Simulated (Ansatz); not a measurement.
Correlation energies of `[CH3][Sn]([CH3])([CH3])[Br]` by basis set

```xyz
14

C     0.704   -0.158    1.939
Sn   -0.058   -0.356   -0.045
C    -1.965    0.565   -0.314
C     1.357    0.177   -1.551
Br   -0.462   -2.814   -0.357
H     0.907    0.891    2.160
H    -0.028   -0.540    2.651
H     1.626   -0.731    2.034
H    -2.340    0.343   -1.312
H    -1.879    1.647   -0.194
H    -2.665    0.177    0.425
H     1.585    1.242   -1.492
H     0.946   -0.048   -2.535
H     2.274   -0.395   -1.409
```

The species carries charge 0 and has multiplicity 1. Correlated methods include outer-core shells of Br, Sn, which these sets cover unevenly. Scalar relativity is left out up to krypton. Sn takes the def2 core potential. The geometry is a stationary point of PBE0-D4/def2-TZVP. Frozen core, restricted reference, the Gaussian-basis code of Ansatz.

| basis | HF (Eh) | MP2 corr. |
| --- | --- | --- |
| def2-SVP | -2904.25820 | -0.78296 |
| def2-TZVPP | -2904.72061 | -1.14618 |
| def2-QZVPP | -2904.77778 | -1.71207 |

Problem. Estimate the CCSD correlation energy and the (T) correction in each basis where they were run (hartree).

Solution. 
```tsv
basis	CCSD corr.	(T)
def2-SVP	-0.83956	-0.02285
def2-TZVPP	-1.18408	-0.04230
```
